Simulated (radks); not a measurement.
Q: Cu V, configuration [Ar] 3d6 4d1 (not the ground configuration). Calculated with a radial shooting solver on a logarithmic mesh with Libxc functionals: Dirac Kohn-Sham, BLYP, spin-unpolarised, spherical densities, finite nucleus; open shells fill j = l - 1/2 first; Fermi nuclear charge, rms radius 3.8823 fm. Some entries of the table are withheld. Estimate them.

orbital,occ.,eigenvalue (hartree),r(max) (bohr),<r^2> (bohr^2)
1s1/2,2,-328.4562,0.03411,0.003656
2s1/2,2,(1),0.1967,(2)
2p1/2,2,-37.45069,(3),0.05122
2p3/2,4,-36.69747,(4),0.05277
3s1/2,2,-7.23868,0.6070,0.5514
3p1/2,2,-5.71695,0.6044,0.5893
3p3/2,4,-5.61340,0.6118,0.6038
3d3/2,4,(5),0.5640,0.7277
3d5/2,2,(6),0.5663,0.7336
4d3/2,1,-1.04815,2.344,7.693
4d5/2,0,-1.04640,2.349,7.722

A: 
(1) 2s1/2 eigenvalue (hartree): -42.28927
(2) 2s1/2 <r^2> (bohr^2): 0.06522
(3) 2p1/2 r(max) (bohr): 0.1563
(4) 2p3/2 r(max) (bohr): 0.1591
(5) 3d3/2 eigenvalue (hartree): -3.07923
(6) 3d5/2 eigenvalue (hartree): -3.06496
